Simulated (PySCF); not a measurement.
A geometry optimisation on `[Br][Cu-][Br]` ([CuBr2]-).

Computed with PBE0-D3(BJ)/def2-SVP geometry optimisation, gas phase (PySCF 2.14.0). Start geometry: GFN2-xTB. The input is one job of a driver script: a line of settings, then coordinates in Å.

Input:
```
{"job": {"xc": "PBE0", "basis": "def2-SVP", "d3": "d3bj", "grid": 1, "maxiter": 40, "kind": "geom"}, "charge": -1, "multiplicity": 1}
Cu    -0.000230    -0.000140     0.000250
Br    -0.015800    -0.019970     2.274020
Br     0.016030     0.020100    -2.274270
```

Output:
```
step   0  E = -6787.34453497  max force = 0.000987
step   1  E = -6787.34453723  max force = 0.000372
optimisation converged
```

Energies in Eh; «max force» is the largest Cartesian gradient component in Eh/bohr.

In short: final energy -6787.34454 Eh after 1 step.

Task: Where do the atoms end?

Result: 0.003 Å rms from the input after alignment:
```
atom  x, y, z in Å
Cu1   -0.0002   -0.0001    0.0001
Br2   -0.0179   -0.0225    2.2772
Br3    0.0180    0.0226   -2.2773
```

On Arm Neoverse V1, one thread, shared host, this took 9.2 s.
Labels such as C1 count atoms from 1, the log's own numbers from 0.
